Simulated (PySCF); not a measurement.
Si(CCH)3(OH), SMILES C#C[Si](O)(C#C)C#C (C6H4OSi), singlet, PBE0/def2-SVP optimised geometry.

```
12

C     -1.40     0.92    -0.01
C     -0.97    -0.22     0.00
Si    -0.31    -1.93     0.00
O      1.34    -1.93     0.00
C     -0.97    -2.79    -1.48
C     -1.40    -3.35    -2.47
C     -0.83    -2.80     1.51
C     -1.20    -3.38     2.52
H     -1.77     1.93    -0.01
H      1.77    -1.50    -0.75
H     -1.77    -3.85    -3.34
H     -1.53    -3.89     3.41
```

Density from PBE0/def2-TZVP (PySCF) at that geometry.

Minimum of the electron density along straight lines between bonded atoms, close to the bond critical point (lines longer than 1.1 times the sum of covalent radii, or with two minima, are not listed):

```csv
bond,length / Å,ρ at the minimum / e bohr⁻³,∇²ρ there / e bohr⁻⁵,position (fraction from the first atom)
C1–C2,1.217,0.412,-1.23,0.53
C2–Si3,1.833,0.121,0.30,0.61
Si3–O4,1.655,0.138,0.78,0.41
Si3–C5,1.833,0.121,0.30,0.39
C5–C6,1.217,0.412,-1.23,0.47
Si3–C7,1.823,0.124,0.31,0.39
C7–C8,1.216,0.412,-1.23,0.47
C1–H9,1.076,0.285,-1.05,0.67
O4–H10,0.962,0.354,-2.42,0.81
C6–H11,1.076,0.285,-1.05,0.67
C8–H12,1.076,0.285,-1.06,0.67
```
